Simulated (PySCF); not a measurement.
## Ionisation energy of Li²⁺ by level of theory

Li²⁺ 1s1 [1s1/2^1, M_J = 1/2] → Li³⁺ (bare nucleus), as a difference of total energies. Calculation: PySCF 2.14, in an uncontracted even-tempered set (15 s from 0.49 bohr⁻², ratio 2.4; 7 p from 0.64 bohr⁻², ratio 2.4; 3 d from 1.6 bohr⁻², ratio 2.6; 3 f from 2.4 bohr⁻², ratio 2.6); the two-component X2C-1e Hamiltonian. "Screened" scales the spin-orbit matrix elements by Boettger's factors to mimic the two-electron term; Breit and QED terms are absent.

```
                   method  ionisation energy (eV)
GHF (screened spin-orbit)                  122.47
    GHF (bare spin-orbit)                  122.47
```

For comparison: 122.45 eV (theoretical estimate listed by NIST; NIST Atomic Spectra Database, ionization energies).
